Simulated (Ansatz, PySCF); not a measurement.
Noncovalent pair: HCl (SMILES Cl) (first 2 atoms) with C2H6O (SMILES CCO); geometry from B3LYP-D3(BJ)/def2-TZVP.
(charge 0, multiplicity 1):
```xyz
11

Cl     0.797     0.138    -0.343
H      0.138    -0.238     0.730
C      0.737     0.992     3.543
C      0.419    -0.472     3.310
O     -0.567    -0.666     2.281
H      1.511     1.093     4.307
H     -0.146     1.535     3.892
H      1.093     1.462     2.626
H      1.299    -1.010     2.957
H      0.078    -0.955     4.230
H     -1.357    -0.158     2.501
```

Interaction energies are E(AB) − E(A) − E(B) at the monomers' geometry in the complex; basis-set methods are counterpoise corrected. Rows marked so take none.

Rows in 6-31G*, STO-3G carry no dispersion term and start afresh at each structure (6-31G* with six Cartesian d functions).

The values were computed with Ansatz (an electronic-structure program); PySCF for 6-31G* rows, STO-3G rows, the dispersion terms. Each number belongs to the level named beside it.

Task: One of these levels gives -11.32 kcal/mol for the interaction energy. Which?
(A) HF/6-31G* (no counterpoise)
(B) HF/STO-3G (no counterpoise)
(C) BLYP-D3(BJ)/def2-TZVPPD
(D) PBE-D4/def2-TZVPPD

Result: B, HF/STO-3G (no counterpoise). The others give -6.08 (HF/6-31G* (no counterpoise)), -8.54 (PBE-D4/def2-TZVPPD), -7.79 (BLYP-D3(BJ)/def2-TZVPPD)
